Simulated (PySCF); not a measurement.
## Selenium: a sound run and one with changed settings

Sound run: Se⁺ [Ar] 3d10 4s2 4p3, Se²⁺ [Ar] 3d10 4s2 4p2. Computed with PySCF 2.14 in def2-SVP (5s4p3d, 32 functions), with no relativity, point nucleus. In the sound run the correlated levels freeze [Ar] 3d10. The sound run starts from symmetry-adapted Hartree-Fock orbitals and uses a fine grid where one is needed.

A second run was set up differently.

| species | method | sound run (hartree) | changed run (hartree) | converged |
| --- | --- | --- | --- | --- |
| Se⁺ | MP2 | -2399.27455 | -2399.42209 | yes |
| Se²⁺ | MP2 | -2398.49403 | -2398.63987 | yes |

Ionisation energy of Se⁺:

| method | sound run (eV) | changed run (eV) |
| --- | --- | --- |
| UHF | 20.878 | 20.878 |
| MP2 | 21.239 | 21.285 |
| SCS-MP2 | 21.109 | 21.135 |

Task: What was changed?
A. basis contracted for another Hamiltonian
B. too few SCF iterations
C. all electrons correlated in a valence basis
D. minimal basis

Result: C. A valence basis has no tight correlating functions, so it recovers only part of the core correlation, and not evenly between atom and ion.
